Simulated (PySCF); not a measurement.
In(H)2(SiH3) (H5InSi), SMILES [SiH3][InH2].

Coordinates come from a r2SCAN-D4/def2-TZVP optimisation. The def2 effective core potentials stand for the cores of In; spin–orbit coupling is left out.

Method: C-PCM-PBE0/def2-SVP (PySCF).

The values are the electrostatic part of the solvation free energy, E(continuum) − E(gas) at the gas-phase geometry, in a cavity of scaled van der Waals radii (PySCF's table); cavitation and dispersion terms are not included. A continuum can't describe solvent molecules that bind to the metal. In vacuum the orbital gap is 5.28 eV. The dipole moment in vacuum is 0.16 D.

```json
[
 {"solvent": "water", "ε": "78.36", "ΔG(elec) (kcal/mol)": "-3.3", "dipole (D)": "0.20", "gap (eV)": "5.62"},
 {"solvent": "chloroform", "ε": "4.71", "ΔG(elec) (kcal/mol)": "-2.6", "dipole (D)": "0.19", "gap (eV)": "5.54"},
 {"solvent": "methanol", "ε": "32.61", "ΔG(elec) (kcal/mol)": "-3.2", "dipole (D)": "0.20", "gap (eV)": "5.61"}
]
```
